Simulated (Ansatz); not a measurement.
**Four-centre ligand exchange**

Start structure (SnNH6F, singlet), relaxed at PBE0-D4/def2-TZVP:

Sn1  (-0.802, 0.832, -0.362)
N2  (0.815, -0.096, 0.525)
H3  (-0.607, 0.564, -2.027)
H4  (-0.775, 2.503, 0.004)
H5  (-2.167, 0.077, 0.305)
H6  (0.632, -1.637, 0.081)
F7  (0.397, -2.514, -0.259)
H8  (0.808, -0.004, 1.534)
H9  (1.700, 0.275, 0.200)
(Å)

The step: SnNH₅ ([NH2][SnH3]) + HF → SnH₃F ([F][SnH3]) + NH₃; bonds formed: Sn1–F7, N2–H6; bonds broken: Sn1–N2, H6–F7. Program: Ansatz 0.2.0. Basis: def2-TZVPP and def2-QZVPP. Cores are frozen in the correlated methods. Filled d shells of the heavier atoms are correlated. Core potentials replace the inner electrons of the atoms past krypton. The def2 sets are not built for correlating such inner shells, so the correlated values are less sure here. Extrapolation: Hartree–Fock as exp(−7.88 √X), correlation as X^−2.97. Energies below are by CCSD(T) at an estimated basis limit (MP2 extrapolated from triple and quadruple zeta, plus CCSD(T) − MP2 in triple zeta).

Problem. What are the electronic barrier and the energy of the step, from the start structure to the end structure? (An estimate is asked for; the value comes from the calculation.)

Solution. By the calculation: Barrier 8.00 kcal/mol; step energy -9.00 kcal/mol (downhill); reverse barrier, their difference, 17.00 kcal/mol. Barrier and step energy count from the start structure, the reverse barrier from the end structure.

The saddle point: One imaginary mode of 450i cm⁻¹.
| pair | start (Å) | saddle (Å) | end (Å) |
| --- | --- | --- | --- |
| Sn1–F7 | 3.56 | 2.42 | 1.95 |
| N2–H6 | 1.61 | 1.19 | 1.01 |
| Sn1–N2 | 2.06 | 2.15 | 2.78 |
| H6–F7 | 0.97 | 1.24 | 2.26 |

Zero-point energy (harmonic, PBE0-D4): ZPE is 36.88 kcal/mol at the start and 35.78 kcal/mol at the saddle, so the barrier goes from 8.00 to 6.90 kcal/mol.

T1 diagnostic: at most 0.013.

Steps of this kind, hydrogen fluoride cutting a network bond, underlie vapour etching and the fluorination step of atomic layer etching.

Labels in which every atom is bracketed show which atoms are joined, not bond orders.

For scale, one of the runs: CCSD(T)/def2-TZVPP, 196 basis functions, launched by `ansatz run in.yaml --threads 4 --pin off --events-out ev --progress --plain --max-ram 9574MiB`. Time: 85 s of wall clock on 4 CPU threads of an Intel Xeon; the host was shared. Peak host memory: 2.7 GiB.
